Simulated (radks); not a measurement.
Cs, configuration [Xe] 6s1. All-electron calculation, scalar-relativistic Kohn-Sham, TASK exchange with Perdew-Wang LDA correlation, spin-polarised, spherical densities, finite nucleus; open shells are filled with parallel spins first (spin-orbit coupling, left out, can overturn this in heavy ions); meta-GGA in the generalised Kohn-Sham scheme; Fermi nuclear charge, rms radius 4.8041 fm. Program: a radial shooting solver on a logarithmic mesh with Libxc functionals. Some entries of the table are withheld. Estimate them.

orbital,occ.,eigenvalue (eV),<r> (bohr)
1s up,1,-35862.41,0.02613
1s down,1,-35862.40,0.02613
2s up,1,-5650.096,0.1122
2s down,1,-5650.094,0.1122
2p up,3,-5067.293,0.09829
2p down,3,-5067.290,0.09829
3s up,1,-1183.257,0.2991
3s down,1,-1183.253,0.2991
3p up,3,-994.8731,0.2970
3p down,3,-994.8688,0.2970
3d up,5,-717.6273,0.2736
3d down,5,-717.6231,0.2736
4s up,1,-227.2874,0.6973
4s down,1,-227.2756,0.6973
4p up,3,-166.4563,0.7416
4p down,3,-166.4438,0.7416
4d up,5,-77.1667,0.8381
4d down,5,-77.1508,0.8380
5s up,1,(1),(2)
5s down,1,(3),(4)
5p up,3,-14.8441,(5)
5p down,3,-14.8336,(6)
6s up,1,-2.3129,6.326

Answer. 
(1) 5s up eigenvalue (eV): -29.0390
(2) 5s up <r> (bohr): 1.754
(3) 5s down eigenvalue (eV): -28.9977
(4) 5s down <r> (bohr): 1.756
(5) 5p up <r> (bohr): 2.066
(6) 5p down <r> (bohr): 2.062
